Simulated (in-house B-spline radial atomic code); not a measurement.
Zn⁺. Computed with a B-spline radial atomic code. Model: non-relativistic spherical atom: semilocal Troullier-Martins pseudo-atom, one channel per l, against all electrons, high spin, G0W0 and RPA with empty states to l = 8, local potential for every l without a channel, a model core (radius 0 = none) keeps its share of the functional.

What the tables leave out is listed at the end.

The pseudopotential gives back the lowest level of each angular momentum of its own functional in the configuration it was made in; a second state of the same l is only approximately right. Exact exchange, RPA and GW see the smooth pseudo-orbitals and miss the exchange with the core, for which the functional's share stands in. The column with an uncorrelated core keeps all orbitals and exact exchange, and so separates missing core correlation from pseudisation. Only the three outermost levels and the lowest empty one were computed. RPA here is direct RPA, with no exchange kernel, and its energies carry an (l + 1/2)⁻⁴ tail. A hybrid on a potential with a model core restores only its own semilocal share of the core's exchange.

Command:
```bash
python run_psgw.py task.json out
```
Settings (lengths in bohr, energies in hartree):
```
Z                      30
electrons              29
configuration          [Ar] 3d10 4s1
generated_in           [Ar] 3d10 4s1
functional             pbe,pbe
core_shells            5
radius_factor          0.8
core_correction        False
ion_configuration      [Ar] 3d10
```

Run time, properties included: 35 s on 1 thread of AMD EPYC 7R43 64-Core Processor (Zen 3) (shared host).

Given: made with PBE; model core radius 0 bohr; local radius 1.454 bohr; mean-field start PBE.

Valence shells of the generating configuration: 3d, 4s.

Channel: s 1.614, p 2.052, d 1.349 (radii in bohr).

Computed: largest level miss in the spin-unpolarised generating configuration 0 eV; all-electron RPA polarisability, core included 13.603 bohr³; pseudo-atom RPA polarisability 13.56 bohr³; ionisation by mean-field all-electron 18.373 eV; ionisation by mean-field pseudo minus all -0.005 eV; ionisation by RPA all-electron 18.242 eV; ionisation by RPA pseudo minus all 1.054 eV.

```tsv
level	occupied	mean-field all-electron (eV)	mean-field pseudo minus all (eV)	G0W0 all-electron (eV)	G0W0 uncorrelated core minus all (eV)	G0W0 pseudo minus all (eV)	exchange self-energy all-electron (eV)	exchange self-energy pseudo (eV)
4s up	1	-14.226	-0.035	-18.383	-0.038	-0.377	-13.346	-12.107
4s down (empty)	0	-13.031	0.065	-9.4789	-0.032	-0.377	-3.1932	-1.9479
```

Task: What is the valence RPA correlation energy all-electron orbitals?

Result: -0.71871 hartree.

Task: What is the valence RPA correlation energy pseudo?

Result: -0.9661 hartree.

Given: mean-field start PBE0.

Computed: valence RPA correlation energy pseudo -0.9341 hartree; all-electron RPA polarisability, core included 12.026 bohr³; pseudo-atom RPA polarisability 11.825 bohr³; ionisation by mean-field all-electron 17.99 eV; ionisation by mean-field pseudo minus all 0.261 eV; ionisation by RPA pseudo minus all 1.05 eV.

```json
{"level": "4s up", "occupied": "1", "mean-field all-electron (eV)": "-14.972", "mean-field pseudo minus all (eV)": "-0.261", "G0W0 all-electron (eV)": "-18.229", "G0W0 uncorrelated core minus all (eV)": "-0.034", "G0W0 pseudo minus all (eV)": "-0.602", "exchange self-energy all-electron (eV)": "-13.086", "exchange self-energy pseudo (eV)": "-12.129"}
{"level": "3d down", "occupied": "1", "mean-field all-electron (eV)": "-22.777", "mean-field pseudo minus all (eV)": "1.012", "G0W0 all-electron (eV)": "-27.905", "G0W0 uncorrelated core minus all (eV)": "-0.173", "G0W0 pseudo minus all (eV)": "4.631", "exchange self-energy all-electron (eV)": "-52.383", "exchange self-energy pseudo (eV)": "-33.884"}
{"level": "4s down (empty)", "occupied": "0", "mean-field all-electron (eV)": "-11.606", "mean-field pseudo minus all (eV)": "-0.181", "G0W0 all-electron (eV)": "-9.2215", "G0W0 uncorrelated core minus all (eV)": "-0.026", "G0W0 pseudo minus all (eV)": "-0.516", "exchange self-energy all-electron (eV)": "-2.8604", "exchange self-energy pseudo (eV)": "-1.8518"}
```

Task: What is the valence RPA correlation energy all-electron orbitals?

Result: -0.67761 hartree.

Task: What is the ionisation by RPA all-electron?

Result: 18.107 eV.

Given: mean-field start Hartree-Fock.

Computed: valence RPA correlation energy all-electron orbitals -0.586 hartree; valence RPA correlation energy pseudo -0.85369 hartree; ionisation by mean-field all-electron 16.569 eV; ionisation by mean-field pseudo minus all 0.81 eV; ionisation by RPA all-electron 17.756 eV; ionisation by RPA pseudo minus all 1.079 eV.

```
          level  occupied  mean-field all-electron (eV)  mean-field pseudo minus all (eV)  G0W0 all-electron (eV)  G0W0 uncorrelated core minus all (eV)  G0W0 pseudo minus all (eV)  exchange self-energy all-electron (eV)  exchange self-energy pseudo (eV)
          4s up         1                       -16.672                            -0.859                 -17.768                                 -0.019                      -1.156                                 -12.126                           -11.956
        3d down         1                       -30.597                             4.407                 -28.563                                 -0.233                       2.811                                 -52.986                           -33.426
          3d up         ?                             ?                                 ?                       ?                                      ?                           ?                                       ?                                 ?
4s down (empty)         0                        -7.368                             -0.47                 -8.7114                                 -0.009                      -0.781                                 -1.7496                           -1.4084
```

Task: What belongs in the row 3d up?

Result: occupied: 1; mean-field all-electron (eV): -30.616; mean-field pseudo minus all (eV): 4.305; G0W0 all-electron (eV): -28.647; G0W0 uncorrelated core minus all (eV): -0.229; G0W0 pseudo minus all (eV): 2.724; exchange self-energy all-electron (eV): -52.635; exchange self-energy pseudo (eV): -33.284.

Task: What is the all-electron RPA polarisability, core included?

Result: 9.6963 bohr³.

Task: What is the pseudo-atom RPA polarisability?

Result: 9.2174 bohr³.

Among the listed levels the largest G0W0 shift of the pseudo-atom is +4.63 eV, for 3d down on the PBE0 start, while leaving the core uncorrelated moves that level by -0.17 eV. So pseudisation and the lost core exchange, not the missing core correlation, make the error. Not in the tables (levels of low weight, unsolved or above zero; the highest and the empty levels are kept at any weight): on PBE the G0W0 levels 3d down (pseudo minus all +4.91 eV, weights 0.82 and 0.64), 3d up (pseudo minus all +4.33 eV, weights 0.76 and -0.73); on PBE0 the G0W0 levels 3d up (pseudo minus all +4.59 eV, weights 0.85 and 0.58).
